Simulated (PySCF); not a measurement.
Debugging a PySCF script (Cl3Sn⁻)

```python
from pyscf import gto, dft

mol = gto.M(
    atom='Sn 0 0 -0.571; Cl 2.2358 0 0.645; Cl -1.1179 1.9362 0.645; Cl -1.1179 -1.9362 0.645',
    basis='lanl2dz',
    ecp={'Sn': 'lanl2dz', 'Cl': 'lanl2dz'},
    charge=-1,
    spin=1,
    verbose=4,
)
mf = dft.UKS(mol, xc='camb3lyp')
mf.kernel()
mf.mulliken_pop()
mf.dip_moment()
print('orbital energies (hartree):', [e[max(0, n-3):n+3].round(4) for e, n in zip(mf.mo_energy, mol.nelec)])
```

```bash
$ OMP_NUM_THREADS=1 python input.py
```

The log, shortened:

```
RuntimeError: Electron number 26 and spin 1 are not consistent
Note mol.spin = 2S = Nalpha - Nbeta, not 2S+1
```

Task: Which setting is at fault, why, and what does a mended input give?

Result: The spin (2S) (1): the number of electrons and the number of unpaired electrons must both be even or both be odd. With this edit
```diff
-     spin=1,
+     spin=0,
```
the run finishes: E(SCF) = -48.386310 Eh, 8 cycles.

The basis has no diffuse functions, which an anion needs. The dipole of an ion depends on the origin. No search for the lowest solution was made.
